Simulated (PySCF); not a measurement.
# Löwdin shares of the frontier orbitals

Compound: CH₁₁NSi₃.
Cartesian coordinates in Å at the GFN2-xTB level; atoms count from 1:
```xyz
16
CH11NSi3 angstrom
C     -2.2303   -0.7749    0.2620
Si    -1.0509    0.6223   -0.2208
N      0.5872    0.2559    0.2649
Si     1.1097   -1.4072    0.3599
Si     1.7201    1.5777    0.3641
H     -3.2486   -0.5205   -0.0148
H     -1.9733   -1.7043   -0.2357
H     -2.2148   -0.9575    1.3318
H     -1.4420    1.8607    0.4613
H     -1.0879    0.8246   -1.6783
H      0.7988   -2.0928   -0.8990
H      0.4143   -2.0580    1.4740
H      2.5523   -1.4175    0.5892
H      2.8439    1.1389    1.1877
H      2.1767    1.9527   -0.9790
H      1.0372    2.7087    0.9888
```

Computed with TDDFT CAM-B3LYP/def2-SVPD, vertical, gas phase, core orbitals frozen in the response in PySCF 2.14.0, density-fitted response routines.

Kohn–Sham orbitals with the atoms that hold most of them (Löwdin shares over 4%, at most four atoms; ? is withheld):

| orbital | ε (eV) | atoms |
| --- | --- | --- |
| HOMO-3 | -10.88 | Si2 15%, H10 13%, Si5 12%, Si4 12% |
| HOMO-2 | -10.76 | Si5 19%, H16 17%, Si4 12%, Si2 10% |
| HOMO-1 | -10.41 | C1 32%, Si2 24%, H9 13%, N3 8% |
| HOMO | ? | ? |
| LUMO | 0.92 | ? |
| LUMO+1 | 1.04 | Si4 21%, Si2 13%, Si5 10%, C1 9% |
| LUMO+2 | 1.42 | Si5 35%, H14 10%, Si4 8%, C1 7% |

Give the leading atoms of the HOMO.

N3 (bonded to 3 Si) 50%; Si4 (bonded to N and 3 H) 8%; Si5 (bonded to N and 3 H) 8%; Si2 (bonded to C, N and 2 H) 8%. By element: nitrogen 50%, silicon 24%.

Give the leading atoms of the LUMO.

Si4 (bonded to N and 3 H) 20%; Si5 (bonded to N and 3 H) 20%; Si2 (bonded to C, N and 2 H) 12%; N3 (bonded to 3 Si) 6%. By element: silicon 51%, nitrogen 6%.

What is the HOMO energy, and the HOMO–LUMO gap?

ε(HOMO) = -8.70 eV; the gap is 9.61 eV (0.3532 hartree).

The HOMO–LUMO gap is 9.61 eV. Where does the response calculation put the lowest singlet, and from which orbitals?

S1 is at 6.29 eV (f = 0.0000), 3.32 eV below the gap, made of HOMO→LUMO (93%). Without the coupling terms of the response equations the lowest excitation would equal the gap.

Next come S2 at 6.76 eV (f 0.016), HOMO→LUMO+1 (70%), HOMO→LUMO+4 (11%); S3 at 7.33 eV (f 0.043), HOMO→LUMO+2 (72%), HOMO→LUMO+1 (8%); S4 at 7.49 eV (f 0.0074), HOMO→LUMO+4 (47%), HOMO→LUMO+3 (18%); S5 at 7.70 eV (f 0.015), HOMO→LUMO+5 (73%).

Löwdin shares depend on the basis, the more so with diffuse functions.

One conformer stands for the species.
